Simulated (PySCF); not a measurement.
**Electronic absorption of C7H9N**

C7H9N.
Z-matrix (Å and degrees, PBE0-D3(BJ)/def2-SVP geometry), rows numbered from 1:
```
N 
C   1  1.2640
C   2  1.5229  1  127.64
C   3  1.5000  2  112.07  1   -13.21
C   4  1.3358  3  123.65  2   116.73
C   5  1.4951  4  123.43  3     1.03
C   6  1.4958  5  113.01  4     4.46
C   7  1.3351  6  123.60  5    -4.25
H   1  1.0289  2  109.80  3     0.24
H   2  1.1053  1  117.70  3   178.62
H   3  1.1091  2  105.64  1  -131.93
H   4  1.0952  3  116.79  2   -63.02
H   5  1.0949  4  119.37  3  -179.85
H   6  1.1065  5  109.74  4   127.66
H   6  1.1076  5  109.74  4  -118.55
H   7  1.0946  6  117.18  5   175.39
H   8  1.0948  3  116.90  2    60.33
```

Method: TDDFT B3LYP/def2-SVPD, vertical, gas phase, core orbitals frozen in the response in PySCF.

| state | E (eV) | E (kJ/mol) | λ (nm) | f | main configurations (H = HOMO, L = LUMO) |
| --- | --- | --- | --- | --- | --- |
| S1 | 5.01 | 483 | 247.6 | 0.0038 | H→L (82%) |
| S2 | 5.61 | 541 | 221.1 | 0.0011 | H-1→L (36%), H→L+1 (35%), H→L (12%) |
| S3 | 5.78 | 558 | 214.4 | 0.0073 | H→L+1 (54%), H-1→L (45%) |
| S4 | 6.20 | 598 | 200.1 | 0.0011 | H-2→L (55%), H→L+2 (41%) |
| S5 | 6.30 | 608 | 196.9 | 0.012 | H→L+3 (48%), H→L+2 (30%), H-2→L (13%) |
| S6 | 6.46 | 623 | 192.0 | 0.013 | H-1→L+1 (44%), H→L+3 (28%), H→L+2 (10%) |

The lowest singlet comes at 248 nm (483 kJ/mol) in the ultraviolet; it is very weak; its leading configuration is HOMO→LUMO (82%). The most intense listed level is S6 at 6.46 eV (192 nm, f = 0.013), 1.45 eV above S1. It is the last of those listed, so stronger ones may follow. Löwdin shares by element: HOMO carbon 41% or more, nitrogen 17% (atoms not listed hold the other 41%); LUMO carbon 43% or more, nitrogen 22% (atoms not listed hold the other 35%). Of the 6 states listed, 2 reach f = 0.01 and none stays under 0.0005. Weighted by f, the mean energy of these states is 6.10 eV. Orbital energies (eV): HOMO-3 -8.66, HOMO-2 -7.77, HOMO-1 -7.41, HOMO -6.77, LUMO -0.67, LUMO+1 -0.11, LUMO+2 0.31. No computed singlet lies in the visible range (380 to 750 nm); the lowest, at 248 nm, stands 1.75 eV above its violet end (3.26 eV). Only the lowest 6 singlets were computed, as vertical energies without vibronic structure.

One conformer stands for the species.
